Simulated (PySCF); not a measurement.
How methods differ on the ionisation energy of K

K [Ar] 4s1 (2S) → K⁺ [Ar] (1S), as a difference of total energies. Computed with PySCF 2.14 in aug-cc-pVDZ-X2C, with the spin-free X2C one-electron Hamiltonian (Gaussian nucleus). The calculations carry no spin-orbit coupling.

| method | ionisation energy (eV) |
| --- | --- |
| UHF | 4.019 |
| r2SCAN | 4.244 |
| PBE | 4.444 |

For comparison: 4.341 eV (measured; NIST Atomic Spectra Database, ionization energies).
